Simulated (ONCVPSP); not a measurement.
Ranking ONCV potentials for C (Z = 6)

All share these settings but for the change named:

| Item | Value |
| --- | --- |
| Element | C (Z = 6) |
| Generator | ONCVPSP 4.0.1 |
| Type | optimised norm-conserving Vanderbilt (ONCV) |
| Functional | PBE |
| Relativity | scalar-relativistic |
| Frozen core | [He] |
| Valence charge | 4 |
| Reference configuration | 2s2 2p1.5 (charge +0.5) |
| Partial waves | 2s: rc 1.25 bohr, ncon 4, nbas 7, qcut 5.1 1/bohr, 2 projectors, debl 3.8 Ha; 2p: rc 2.00 bohr, ncon 4, nbas 7, qcut 7.5 1/bohr, 1 projector |
| Local potential | polynomial inside 1.15 bohr (lpopt 5, dvloc0 6 Ha) |
| Core correction | none |

Cutoff: the first of the cutoffs (Ha) at which the residual kinetic energy of the hardest occupied pseudo-wave falls to 1 and 0.1 mHa per electron; the density cutoff is not measured.

The base gives 30 Ha.

Of 7 variants that were run, those that failed, showed a ghost or another fault, or gave nearly equal values are left out.

A variant can come out equal or close to the base.

Q: Rank these variants from softest to hardest (loose cutoff).
A. reference 2s2 2p2
B. s: rc 1.44
C. s: qcut 3.3; p: qcut 4.8

A: B (16 Ha), A (29 Ha), C (63 Ha).
